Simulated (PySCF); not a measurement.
Computed with PBE-D3(BJ)/def2-TZVP // B3LYP-D3(BJ)/def2-TZVP run with PySCF 2.14.0. Gas-phase values, no solvent. One relaxed conformer stands for a flexible species; it need not be the lowest. Delta-SCF ions had no search for a lower state. Excitations are Tamm–Dancoff values on a coarser integration grid. The basis has no diffuse functions, so Rydberg states are missing or too high.

Reference species (SMILES): `[SiH](=C/C)/O` (C–Si–O–H torsion 0°) (neutral, multiplicity 1).

| Quantity | Result |
|---|---|
| vertical ionisation energy (Delta-SCF) | 7.81 eV |
| S1 excitation (TDA) | 4.02 eV |

Changed species: `C/C=[SiH]/O` (C–Si–O–H torsion 0°).

What does the change do to the vertical ionisation energy (Delta-SCF) and S1 excitation (TDA)?

the vertical ionisation energy (Delta-SCF) falls by 0.04 eV, to 7.77 eV; the S1 excitation (TDA) goes up by 0.14 eV, to 4.16 eV.
